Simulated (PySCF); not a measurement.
Static polarisabilities and like-pair C6 coefficients by linear response at B3LYP/def2-SVPD (PySCF, frozen core in the response, non-relativistic, gas phase), PBE0-D3(BJ)/def2-SVP geometries, one conformer each; atomic units unless stated. Spin–orbit coupling is left out although an atom past zinc is present.

```json
{"label": "P", "species": "`CC1[CH2][GeH2][CH2]1`", "α": "79.2", "C6": "2383"}
{"label": "Q", "species": "`[CH3][GeH]1[CH2]C[CH2]1`", "α": "79.0", "C6": "2377"}
{"label": "R", "species": "`CC/C=[CH]\\[GeH3]`", "α": "84.1", "C6": "2557"}
{"label": "S", "species": "`C=CC[CH2][GeH3]`", "α": "83.7", "C6": "2548"}
{"label": "T", "species": "`C=C(C)[CH2][GeH3]`", "α": "84.3", "C6": "2557"}
{"label": "U", "species": "`C[C]1([GeH3])CC1`", "α": "79.7", "C6": "2410"}
```

Q: Estimate the unlike-pair coefficients by the rule C6(AB) = 2·C6(AA)·C6(BB) / [C6(AA)·αB/αA + C6(BB)·αA/αB], and compare with the geometric mean, for PQ, PR, PS, QR, QS, QU, RU and ST.

A: 
```json
{"pair": "PQ", "combination rule": "2380", "geometric mean": "2380", "ratio": "1.000"}
{"pair": "PR", "combination rule": "2468", "geometric mean": "2469", "ratio": "1.000"}
{"pair": "PS", "combination rule": "2464", "geometric mean": "2464", "ratio": "1.000"}
{"pair": "QR", "combination rule": "2465", "geometric mean": "2465", "ratio": "1.000"}
{"pair": "QS", "combination rule": "2461", "geometric mean": "2461", "ratio": "1.000"}
{"pair": "QU", "combination rule": "2394", "geometric mean": "2394", "ratio": "1.000"}
{"pair": "RU", "combination rule": "2482", "geometric mean": "2482", "ratio": "1.000"}
{"pair": "ST", "combination rule": "2553", "geometric mean": "2553", "ratio": "1.000"}
```

The rule is exact for one-pole polarisabilities and never exceeds the geometric mean; the two meet where both partners have the same effective excitation energy. These unlike-pair values are estimates, not computed integrals.
